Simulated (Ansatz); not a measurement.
Al₁₀⁻ (relaxed from a model of Al10 tetrahedron, whose bonding it doesn't keep). Total charge -1; doublet. Geometry PBE-D4/def2-SVP.

Cartesian coordinates in Å:
```
Al -0.3592 -1.6614 2.8720
Al -1.7239 -1.7388 0.5567
Al -2.7734 0.5039 -0.1898
Al 0.9474 -1.7649 0.4594
Al -0.3479 -0.3665 -1.4540
Al 2.2562 -0.4955 -1.5866
Al -0.2617 0.7688 0.9538
Al -1.2940 2.2937 -1.3458
Al 2.3241 0.5135 0.8898
Al 1.2323 1.9470 -1.1555
```

B3LYP takes the VWN-RPA correlation. At HF/def2-SVP, r2SCAN-D4/def2-SVP, PBE0-D4/def2-SVPD the charge -1 doublet is spin-contaminated (final ⟨S²⟩ up to 2.45, 0.75 for a pure state).

**Question.** Estimate the α-spin orbital energies around the gap (eV) in Ansatz with HF/def2-SVP, PBE-D4/def2-SVP, r2SCAN-D4/def2-SVP, B3LYP-D4/def2-SVP, PBE0-D4/def2-SVPD.

**Answer.** 
```csv
orbital,HF/def2-SVP,PBE-D4/def2-SVP,r2SCAN-D4/def2-SVP,B3LYP-D4/def2-SVP,PBE0-D4/def2-SVPD
HOMO−13,-12.11,-7.23,-7.74,-8.24,-8.63
HOMO−12,-10.21,-5.84,-6.27,-6.71,-7.07
HOMO−11,-8.74,-4.99,-5.33,-5.79,-6.09
HOMO−10,-8.03,-4.51,-4.84,-5.25,-5.55
HOMO−9,-7.63,-4.38,-4.68,-5.07,-5.36
HOMO−8,-6.57,-3.58,-3.86,-4.17,-4.45
HOMO−7,-5.29,-3.02,-3.24,-3.50,-3.74
HOMO−6,-4.42,-2.07,-2.30,-2.43,-2.67
HOMO−5,-3.91,-1.96,-2.20,-2.31,-2.58
HOMO−4,-3.81,-1.95,-2.18,-2.27,-2.56
HOMO−3,-3.59,-1.76,-2.00,-2.09,-2.37
HOMO−2,-3.40,-1.66,-1.84,-1.98,-2.21
HOMO−1,-3.06,-1.18,-1.38,-1.52,-1.75
HOMO,-3.02,-1.02,-1.30,-1.32,-1.62
LUMO,2.75,-0.31,-0.39,0.24,0.18
LUMO+1,2.91,-0.13,-0.20,0.39,0.35
LUMO+2,3.15,0.40,0.36,0.92,0.89
LUMO+3,3.60,0.49,0.47,1.07,1.03
LUMO+4,3.69,0.53,0.51,1.08,1.05
LUMO+5,4.23,0.98,1.01,1.58,1.51
β HOMO,-3.06,-1.14,-1.31,-1.47,-1.69
β LUMO,2.67,-0.53,-0.45,-0.01,0.06
```
